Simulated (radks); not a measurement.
Charge is removed step by step from the 5p down level of neutral platinum, starting from [Kr] 4d10 4f14 5s2 5p(up 3, down 3) 5d9 6s1. Calculated with a radial shooting solver on a logarithmic mesh with Libxc functionals: scalar-relativistic Kohn-Sham, PBEsol, spin-polarised, spherical densities, point nucleus; open shells are filled with parallel spins first (spin-orbit coupling, left out, can overturn this in heavy ions).

removed (e)  E - E(0) (eV)  eigenvalue (eV)  E minus straight line (eV)
0                    0.000          -55.690                       0.000
0.25                14.257          -58.535                      -1.134
0.5                 29.246          -61.541                      -1.536
0.75                45.004          -64.688                      -1.169
1                   61.565          -67.960                       0.000

Removing the whole electron costs 61.565 eV by Delta-SCF, against 55.690 eV from minus the eigenvalue at the starting occupation. Slater's transition state (half an electron removed) gives 61.541 eV. Integrating minus the eigenvalue over the occupation (Janak's theorem) gives 61.635 eV. In this scalar-relativistic scheme the density is built from large components alone, so the theorem holds only approximately. The mean slope of the eigenvalue, de/dn, is 12.3 eV per electron.
